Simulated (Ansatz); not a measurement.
Reaction (formal exchange of groups at the Si–B bond): `C=CB[SiH2][SiH3]` + `[CH2]1[AlH][SiH2]1` → `[SiH3][SiH2][SiH]1[CH2][AlH]1` + `BC=C`

Program: Ansatz. Geometries: PBE0-D4/def2-TZVP. ΔE: electronic, gas phase. CBS: MP2 limit from def2 TZ/QZ plus the TZ coupled-cluster correction, frozen cores. Each species was taken in one conformer, which may not be the lowest.

| species | CCSD(T)/CBS(def2) energy (Eh) |
| --- | --- |
| `C=CB[SiH2][SiH3]` | -684.41956 |
| `[CH2]1[AlH][SiH2]1` | -572.08710 |
| `[SiH3][SiH2][SiH]1[CH2][AlH]1` | -1152.65693 |
| `BC=C` | -103.86193 |

(1) Work out ΔE.

Largest T1 diagnostic among the species: 0.014.

Answers

(1) ΔE = (-1152.65693) + (-103.86193) − (-684.41956) − (-572.08710) = -0.01220 Eh = -7.7 kcal/mol.

The D4 term adds −0.9 kcal/mol with B3LYP and −0.5 kcal/mol with PBE0; it sums over pairs of atoms, weighted by their polarisabilities, and B3LYP, whose exchange is more repulsive, gets the larger term.

B3LYP here is the variant with VWN-RPA as its local correlation; programs differ in this.
